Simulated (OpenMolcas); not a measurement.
**Nb3+: ligand-field states by method**

Nb3+ with 4 ligands (bromide) in tetrahedral coordination (Td) at 2.5 Å. A charge of +0.25 e stands 3.2 Å behind each ligand. Ligand basis ANO-RCC-VDZP.
```
Nb    0.0000    0.0000    0.0000
Br    1.4434    1.4434    1.4434
Br    1.4434   -1.4434   -1.4434
Br   -1.4434    1.4434   -1.4434
Br   -1.4434   -1.4434    1.4434
```

| Item | Value |
| --- | --- |
| Program | OpenMolcas |
| Basis | ANO-RCC-VDZP [6s5p3d1f] |
| Scalar Hamiltonian | DKH2, point nucleus |
| Active space | 2 electrons in 5 orbitals (4d) |
| State averaging | 2S+1 = 3 even, 10 roots; 2S+1 = 1 even, 15 roots |
| Spin-orbit coupling | state interaction with AMFI integrals over the reference wave functions |

I. CASSCF
II. SS-CASPT2, IPEA 0.25 Eh, imaginary shift 0.1 Eh (closed shells correlated: 4s 4p and the ligand valence shells)

Spin-free states (labels of Td) in cm-1, each column counted from its own energy of the first state listed:

```csv
State,Degeneracy,I,II
3A2,1,0,0
3T2,3,7148,6740
1E,2,9362,6370
3T1,3,11366,10850
1A1,1,15552,11890
1T2,3,16027,12560
1T1,3,17984,14550
3T1,3,18095,16540
1E,2,22431,20360
1T2,3,24502,21810
1A1,1,37952,30650
```

From I to II, I's first state of the same spin (3T2) moves from 7148 to 6740 cm-1, by about -410 cm-1.

From I to II, I's first state of another spin (1E) moves from 9362 to 6370 cm-1, by about -3000 cm-1.

χT at 300 K: I 0.85, II 0.84 cm3 K/mol.

Roots that are degenerate in the reference are averaged as groups; the widest CASPT2 spread within a group is 520 cm-1 (the 3-fold group of multiplicity 3 near 16500 cm-1 above the lowest state of its run, II). Shifts and gaps below about the spread of the groups concerned are not significant. Over all roots computed the reference weight is 0.73 to 0.75 in II; a low but even weight reflects the number of correlated electrons. The least metal-like active orbital is 77 % on the metal (Löwdin) and no ligand orbital is active, so the numbers are rough. Ligand-to-metal charge-transfer states are missing. With no ligand orbital active B as a rule stays too high, so bands that hang on it stand too high and its fall with covalency is understated. Without dynamic correlation the repulsion within the d shell is too large (B by tens of per cent), so at a given field states of lower spin stand too high (holds for I). With metal d orbitals alone the field can be off either way by tens of per cent (holds for I). These CASPT2 states fit no ligand-field parameters well, so their order and spin gaps are uncertain (holds for II). With one d shell and no ligand orbital active, 10Dq can be off by a tenth or more (holds for II). No measured value stands beside these numbers; the geometry is a model, was not optimised and need not be the one that this ion takes.
